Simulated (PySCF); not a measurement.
Computed shifts of a molecule C₄H₅NO, PBE/pcSseg-1 (PySCF), GIAO, gas phase, equivalent atoms averaged, in ppm (number of nuclei): ¹³C: 154.9 (1), 141.1 (1), 115.2 (1), 74.0 (1). ¹⁵N: 250.2 (1). ¹H: 6.74 (1), 6.50 (1), 5.56 (2), 5.07 (1). References: ¹³C against TMS (σ = 182.0 ppm); ¹⁵N against NH3 (σ = 267.0 ppm); ¹⁷O against H2O (σ = 334.3 ppm); ¹H against TMS (σ = 31.49 ppm), references at their B3LYP-D3(BJ)/def2-TZVP geometries, non-relativistic. The structure is a stationary point at B3LYP-D3(BJ)/def2-SVP. The geometry has at least one imaginary mode, so it is a saddle point at that level. The values are those of a single conformer.

### Question
Identify the compound among the candidates.
(A) N#CC1COC1
(B) CC(=O)CC#N
(C) C1=CN=COC1
(D) C1=COCN=C1

### Answer
C, C1=CN=COC1
